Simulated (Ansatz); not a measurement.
CH₆OSiSn, SMILES `[SnH3][SiH]1CO1`. Total charge 0; spin multiplicity 1. Sn: def2 effective core potential.

| atom | x (Å) | y (Å) | z (Å) |
| --- | --- | --- | --- |
| Sn1 | 0.903 | 1.520 | -0.733 |
| Si2 | -0.336 | -0.093 | 0.811 |
| C3 | -0.697 | -1.802 | 0.320 |
| O4 | -1.731 | -0.778 | 0.189 |
| H5 | 0.085 | 3.014 | -0.835 |
| H6 | 2.478 | 1.809 | -0.142 |
| H7 | 1.008 | 0.831 | -2.287 |
| H8 | -0.404 | 0.268 | 2.251 |
| H9 | -0.938 | -2.561 | 1.062 |
| H10 | -0.368 | -2.208 | -0.635 |

(1) What are the harmonic wavenumbers in cm⁻¹ at PBE0-D4/def2-TZVP (Ansatz, finite differences of forces, unscaled)? (Best estimate.)

(2) Is this a minimum?

(3) Give the ideal-gas thermochemistry at 298.15 K and 1 bar (rigid rotor, harmonic oscillator; point group C1, symmetry number 1).

(4) And at 400, 500, 600, 800 and 1000 K?

Results:

(1) Computed: 62, 119, 151, 293, 390, 403, 583, 656, 700, 722, 730, 742, 755, 835, 1033, 1121, 1124, 1466, 1941, 1945, 1954, 2216, 3094, 3177.

(2) Yes, all 24 modes are real.

(3) Zero-point energy 156.8 kJ/mol; H(298) − E = 177.6 kJ/mol; entropy 356.3 J/(mol·K), of which translation 173.7, rotation 114.9, vibration 67.7; G(298) − E = 71.4 kJ/mol. Modes under 100 cm⁻¹ are hindered rotations or soft bends, so the harmonic entropy is rough.

(4) 
```json
{"T (K)": "400", "H − E (kJ/mol)": "189.8", "S (J/mol/K)": "391.2", "G − E (kJ/mol)": "33.3"}
{"T (K)": "500", "H − E (kJ/mol)": "203.6", "S (J/mol/K)": "421.9", "G − E (kJ/mol)": "-7.4"}
{"T (K)": "600", "H − E (kJ/mol)": "218.8", "S (J/mol/K)": "449.6", "G − E (kJ/mol)": "-51.0"}
{"T (K)": "800", "H − E (kJ/mol)": "252.5", "S (J/mol/K)": "497.9", "G − E (kJ/mol)": "-145.9"}
{"T (K)": "1000", "H − E (kJ/mol)": "289.4", "S (J/mol/K)": "539.0", "G − E (kJ/mol)": "-249.7"}
```
